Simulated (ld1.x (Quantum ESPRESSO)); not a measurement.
What the settings do to the ultrasoft potential of As

Base potential:

As (Z = 33), ultrasoft, made with ld1.x (Quantum ESPRESSO) 7.5 (PBE, scalar-relativistic). Core [Ar] 3d10, reference 4s2 4p2 (charge +1). Waves: 4s (bound): rcut 1.55, rcutus 1.70 bohr; 4s channel at 1.75 Ry: rcut 1.55, rcutus 1.70 bohr; 4p (bound): rcut 1.40, rcutus 1.65 bohr; 4p channel at -0.45 Ry: rcut 1.40, rcutus 1.65 bohr; 4d channel at 0.45 Ry: rcut 1.15, rcutus 1.50 bohr; 4d channel at 0.85 Ry: rcut 1.15, rcutus 1.50 bohr. Local part: all-electron potential smoothed inside 1.70 bohr (lloc = -1). Core correction: a·sin(br)/r model core inside 0.90 bohr. Augmentation charge: PSQ, inside the norm-conserving radii.

Cutoffs, loose and tight: the cutoffs (Ry, on a coarse ladder) from which the occupation-weighted sum of valence levels, in a spherical-Bessel basis at the reference potential, stays within 10 and 1 mRy of its value at 400 Ry. They do not see the model core or the augmentation charge, which bear on the density cutoff. Test errors are all-electron minus pseudo excitation energies from the reference, over the configurations 4s2 4p3; 4s2 4p1; 4s2 4p0; 4s1 4p3; 4s2 4p3.3; 4s2 4p2.5; 4s0 4p5. A dash means not determined; rows that change the core or the reference have their own tests.

A true bound ghost makes a file unfit for plane-wave use even where its test errors are small: the radial tests pick states by their node count and pass the ghost by.

| change | outcome | cutoff, loose | cutoff, tight | bound ghosts | largest test error (meV) |
| --- | --- | --- | --- | --- | --- |
| base | generated | 10 Ry | 21 Ry | d | -111 |
| local potential all-electron potential smoothed inside 0.66 bohr (lloc = -1) | generated | 10 Ry | 55 Ry | s, p, d | -111 |
| local potential all-electron potential smoothed inside 0.84 bohr (lloc = -1) | generated | 10 Ry | 25 Ry | s, d | -111 |
| local potential all-electron potential smoothed inside 1.02 bohr (lloc = -1) | generated | 10 Ry | 18 Ry | s, d | -112 |
| local potential all-electron potential smoothed inside 1.34 bohr (lloc = -1) | generated | 10 Ry | 21 Ry | d | -111 |
| local potential all-electron potential smoothed inside 1.44 bohr (lloc = -1) | generated | 10 Ry | 21 Ry | d | -111 |
| local potential all-electron potential smoothed inside 1.62 bohr (lloc = -1) | generated | 10 Ry | 21 Ry | d | -111 |
| local potential all-electron potential smoothed inside 1.80 bohr (lloc = -1) | generated | 10 Ry | 21 Ry | d | -111 |
| local potential all-electron potential smoothed inside 2.00 bohr (lloc = -1) | generated | 10 Ry | 21 Ry | d | -111 |

Task: What comes out with this change to the base: local potential all-electron potential smoothed inside 1.10 bohr (lloc = -1)?

Result: outcome: generated; cutoff, loose: 10 Ry; cutoff, tight: 18 Ry; bound ghosts: d; largest test error (meV): -109.

Reading the sweep of the rcloc (base included, trends over the rows without a ghost): Bound ghosts are found at 0.66, 0.84, 1.02, 1.1, 1.34, 1.44, 1.62, 1.7, 1.8, 2 bohr. Every judged row has one, so this setting neither creates nor removes them.
